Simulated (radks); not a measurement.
Question: Species: Se17+. Configuration: [Ne] 3s2 3p4 7f1 (not the ground configuration). Calculated with a radial shooting solver on a logarithmic mesh with Libxc functionals: Dirac Kohn-Sham, PBEsol, spin-unpolarised, spherical densities, point nucleus; open shells are shared between the two j in proportion to 2j + 1. Some entries of the table are withheld. Estimate them.

| orbital | occ. | eigenvalue (eV) | <r> (bohr) | <1/r> (bohr^-1) |
|---|---|---|---|---|
| 1s1/2 | 2 | -13179.85 | 0.04411 | 34.54 |
| 2s1/2 | 2 | -2283.095 | 0.1941 | 7.746 |
| 2p1/2 | 2 | -2122.612 | (1) | 7.698 |
| 2p3/2 | 4 | -2080.313 | (2) | 7.463 |
| 3s1/2 | 2 | (3) | 0.4995 | 2.928 |
| 3p1/2 | 1.33333 | (4) | 0.4868 | 2.861 |
| 3p3/2 | 2.66667 | (5) | 0.4929 | 2.806 |
| 7f5/2 | 0.428571 | (6) | 3.597 | (7) |
| 7f7/2 | 0.571429 | (8) | 3.598 | (9) |

Answer: 
(1) 2p1/2 <r> (bohr): 0.1670
(2) 2p3/2 <r> (bohr): 0.1706
(3) 3s1/2 eigenvalue (eV): -772.5067
(4) 3p1/2 eigenvalue (eV): -718.1353
(5) 3p3/2 eigenvalue (eV): -709.3040
(6) 7f5/2 eigenvalue (eV): -91.1692
(7) 7f5/2 <1/r> (bohr^-1): 0.3879
(8) 7f7/2 eigenvalue (eV): -91.1372
(9) 7f7/2 <1/r> (bohr^-1): 0.3877
